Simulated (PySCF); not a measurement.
**Substituent chemical shifts**

Parent skeleton `[O:1]=[CH:2][O:3][SiH2:4][CH:5]([SiH3:6])[SiH3:7]`; one hydrogen on atom 5 is replaced by X. Hydrogens on one atom are averaged.

Theoretical values (PySCF 2.14.0 with density-fitted response routines): GFN2-xTB geometry, GIAO PBE0/pcSseg-1 shieldings. Non-relativistic Hamiltonian, single conformer, one averaged value for each set of equivalent atoms, isolated molecule.

Shifts are taken against calculated references (same method and geometry level): H2O for ¹⁷O; ¹³C, ²⁹Si, ¹H vs TMS.

Parent (X = H): O1 459.4, C2 167.4, O3 213.2, Si4 -15.9, C5 -12.3, Si6/Si7 -71.7, H(C2) 8.20, H(Si4) 5.07, H(Si6)/H(Si7) 4.06 ppm. Effects are Δδ = δ(X) − δ(H), positive for deshielding.

Four derivatives gave (Δδ, ppm):
```csv
compound,O1,C2,O3,Si4,C5,Si6/Si7,H(C2),H(Si4),H(Si6)/H(Si7)
1,-5.8,-0.9,+0.4,+6.8,+21.5,-10.5,-0.05,-0.03,-0.05
2,+0.3,-0.6,-0.7,-3.1,+12.8,+5.8,-0.11,-0.19,+0.11
3,+0.5,+0.3,-6.3,+1.0,+0.6,+13.1,-0.03,+0.01,+0.24
4,+4.8,-1.7,+1.9,-14.1,+3.9,+12.7,-0.22,+0.00,+0.20
```

Their substituents are CH2NH2, CN, SCH3, SSiH3. Which is which?

## Answers

1: X = CH2NH2 (NCC([SiH3])([SiH3])[SiH2]OC=O); 2: X = SCH3 (CSC([SiH3])([SiH3])[SiH2]OC=O); 3: X = CN (N#CC([SiH3])([SiH3])[SiH2]OC=O); 4: X = SSiH3 (O=CO[SiH2]C([SiH3])([SiH3])S[SiH3]).

Unscaled 17O shifts of doubly bonded oxygen tend to come out too high, by tens of ppm or more. Experimental scales use liquid or dissolved standards, which lie at an offset from isolated H2O (liquid H2O: subtract about 36 ppm).
